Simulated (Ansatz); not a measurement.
Cost and result for the atomization energy of `B[CH2][GeH2][SeH]` (11 atoms, 10 bonds).

```xyz
11

B    -1.058    1.010    0.947
C    -1.188   -0.284    0.138
Ge    0.536   -0.411   -0.832
Se    2.247   -0.274    0.788
H    -0.610    0.992    2.058
H    -1.333    2.066    0.453
H    -1.251   -1.211    0.711
H    -1.925   -0.271   -0.669
H     0.676    0.730   -1.853
H     0.606   -1.769   -1.551
H     3.301   -0.576   -0.191
```

Charge 0, multiplicity 1. Correlated methods include outer-core shells of Ge, Se, which these sets cover unevenly. Scalar relativity is left out up to krypton. The geometry is a stationary point of PBE0-D4/def2-TZVP. It is one conformer, not always the lowest. Program: Ansatz. All runs use 4 threads of an Arm Neoverse V2 on a shared host. Times are those of one run each, without the atoms' runs, and a repeat can differ threefold. Electronic energies, without spin–orbit coupling; frozen cores. CCSD(T)/CBS adds CCSD(T) − MP2 in def2-TZVPP to the MP2 limit, and its time is that of the two runs behind it. T1 = 0.010. With those shells the extrapolation isn't a true limit. B3LYP takes the VWN-RPA correlation (the form of Gaussian; ORCA's B3LYP/G). HSE06 is the plane-wave form, built on full-range PBE exchange.

CCSD(T)/CBS is a level of theory with its own doubt, some kJ/mol a heavy atom from the limit and from the frozen cores, so smaller differences don't rank the functionals.

```
                             level  functions  wall time
              revPBE-D4/def2-TZVPP        256      2.4 s
   PBE-D4/def2-TZVPP (with forces)        256      2.9 s
                PBE0-D4/def2-TZVPP        256        4 s
               HSE06-D4/def2-TZVPP        256      4.5 s
           CAM-B3LYP-D4/def2-TZVPP        256      4.8 s
r2SCAN-D4/def2-TZVPP (with forces)        256      5.5 s
 B3LYP-D4/def2-TZVPP (with forces)        256      6.5 s
                ωB97X-V/def2-TZVPP        256       10 s
                 B97M-V/def2-TZVPP        256       12 s
                  CCSD(T)/def2-SVP        127       13 s
                    MP2/def2-QZVPP        502       35 s
                CCSD(T)/def2-TZVPP        256    4.7 min
                 CCSD(T)/CBS(def2)          –    5.2 min
```

Q: What atomization energy does each give, and how far from CCSD(T)/CBS? (Estimate.)

A: Ansatz gave: 
```tsv
level	atomization (kJ/mol)	difference from CCSD(T)/CBS	per bond
revPBE-D4/def2-TZVPP	3456.0	-57.5	-5.8
PBE-D4/def2-TZVPP (with forces)	3527.0	13.5	1.4
PBE0-D4/def2-TZVPP	3504.4	-9.1	-0.9
HSE06-D4/def2-TZVPP	3505.0	-8.5	-0.8
CAM-B3LYP-D4/def2-TZVPP	3512.0	-1.5	-0.1
r2SCAN-D4/def2-TZVPP (with forces)	3527.2	13.7	1.4
B3LYP-D4/def2-TZVPP (with forces)	3504.2	-9.3	-0.9
ωB97X-V/def2-TZVPP	3522.5	9.0	0.9
B97M-V/def2-TZVPP	3531.8	18.3	1.8
CCSD(T)/def2-SVP	3318.8	-194.7	-19.5
MP2/def2-QZVPP	3492.1	-21.4	-2.1
CCSD(T)/def2-TZVPP	3443.2	-70.3	-7.0
CCSD(T)/CBS(def2)	3513.5	0.0	0.0
```

At CCSD(T), def2-SVP lies −194.7 kJ/mol from the extrapolated value and def2-TZVPP −70.3 kJ/mol: correlation converges slowly with the basis, and small sets miss more of it in the bonded molecule than in its fragments. From PBE to PBE0 (25 % exact exchange), in def2-TZVPP and without D4, the atomization energy moves by −19.0 kJ/mol: exact exchange takes away binding that semilocal exchange gives to molecules. In def2-TZVPP, CCSD(T) changes the Hartree–Fock value by +806.1 kJ/mol (the triples alone add +42.3 kJ/mol) and MP2 by +814.9 kJ/mol; breaking electron pairs costs correlation energy, which Hartree–Fock lacks.
